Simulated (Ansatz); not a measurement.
Species: NbF2, charge 0, multiplicity 4. The spin state was set by rule; other spins were not relaxed. SMILES: [F][Nb][F]
Coordinates optimised at B3LYP-D3(BJ)/def2-TZVP (Ansatz, a program for electronic structure):
```xyz
3

Nb    -0.0678     0.0000     0.0000
F      0.1544     0.0000    -1.8728
F      0.1544     0.0000     1.8728
```
Charge 0, spin multiplicity 4.

Task: Give the harmonic wavenumbers at B3LYP-D3(BJ)/def2-TZVP (Ansatz, finite differences of forces, unscaled).

Result: 56, 641, 677 cm⁻¹. Zero-point energy 2.0 kcal/mol.

Task: From these and the geometry, give the ideal-gas thermochemistry at 298.15 K and 1 atm (rigid rotor, harmonic oscillator).

Result: Point group C2v, rotational symmetry number 2. Rotational constants 379.7, 3.792, 3.755 GHz. S(trans) 40.52, S(rot) 20.24, S(vib) 5.30, S(elec, spin only) 2.75, S 68.8 cal/(mol K). H(298) - H(0) 3.05 kcal/mol; G - E(el) -15.5 kcal/mol.
